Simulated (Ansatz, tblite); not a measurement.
Removing and adding an electron: `CN(C)c1ccc(C#Cc2ccc(C#Cc3ccc(C#Cc4ccc(C#CC#N)cc4)cc3)cc2)cc1`. The state is a singlet with charge 0. Geometry: r2SCAN-D4/def2-SVP. Ansatz, gas phase; energy differences of separate SCF runs; the oxidised species was run as a doublet alone; the reduced species was run as a doublet alone.

Cartesian coordinates in Å:
```
C 3.995 -7.649 -9.506
N 3.493 -8.088 -8.222
C 3.403 -9.500 -7.926
C 3.103 -7.163 -7.285
C 2.588 -7.563 -6.023
C 2.194 -6.625 -5.081
C 2.289 -5.237 -5.333
C 1.885 -4.285 -4.368
C 1.533 -3.460 -3.530
C 1.125 -2.510 -2.565
C 1.300 -1.121 -2.791
C 0.899 -0.190 -1.844
C 0.304 -0.603 -0.627
C -0.108 0.346 0.338
C -0.468 1.168 1.175
C -0.885 2.115 2.140
C -1.506 1.697 3.343
C -1.916 2.624 4.289
C -1.724 4.011 4.074
C -2.145 4.957 5.039
C -2.510 5.776 5.876
C -2.934 6.720 6.841
C -2.740 8.107 6.630
C -3.155 9.033 7.575
C -3.781 8.607 8.770
C -4.205 9.550 9.735
C -4.574 10.368 10.573
C -4.983 11.278 11.503
N -5.335 12.060 12.303
C -3.977 7.222 8.986
C -3.561 6.298 8.039
C -1.102 4.430 2.873
C -0.692 3.502 1.927
C 0.130 -1.991 -0.399
C 0.531 -2.922 -1.345
C 2.804 -4.839 -6.589
C 3.199 -5.768 -7.539
H 4.916 -7.045 -9.408
H 3.251 -7.040 -10.053
H 4.230 -8.526 -10.122
H 3.780 -10.075 -8.781
H 2.361 -9.819 -7.735
H 4.006 -9.775 -7.041
H 2.492 -8.622 -5.778
H 1.800 -6.963 -4.118
H 1.758 -0.791 -3.727
H 1.040 0.878 -2.032
H -1.659 0.629 3.518
H -2.395 2.291 5.213
H -2.257 8.442 5.709
H -3.002 10.102 7.404
H -4.460 6.887 9.907
H -3.714 5.230 8.210
H -0.949 5.498 2.698
H -0.213 3.835 1.002
H -0.329 -2.322 0.536
H 0.391 -3.990 -1.158
H 2.890 -3.772 -6.812
H 3.589 -5.408 -8.492
```

The xTB rows come from tblite. Single mean-field runs in def2-SVP are fitted with def2-universal-jkfit.

| level | −HOMO (eV) | vertical IE (eV) | −LUMO (eV) | vertical EA (eV) | HOMO–LUMO gap (eV) | IE − EA (eV) |
| --- | --- | --- | --- | --- | --- | --- |
| GFN1-xTB | 10.28 | 11.79 | 8.87 | 7.47 | 1.41 | 4.31 |
| GFN2-xTB | 9.32 | 10.88 | 8.02 | 6.53 | 1.30 | 4.35 |
| PBE-D4/def2-SVP | 4.61 | 6.06 | 3.21 | 1.91 | 1.40 | 4.15 |
| PBE0-D4/def2-SVP | 5.40 | 6.43 | 2.69 | 1.77 | 2.72 | 4.66 |

 Raw xTB energy differences between charge states are shifted by several eV; the methods need an empirical correction for them. Sets without diffuse functions give affinities that are too small.
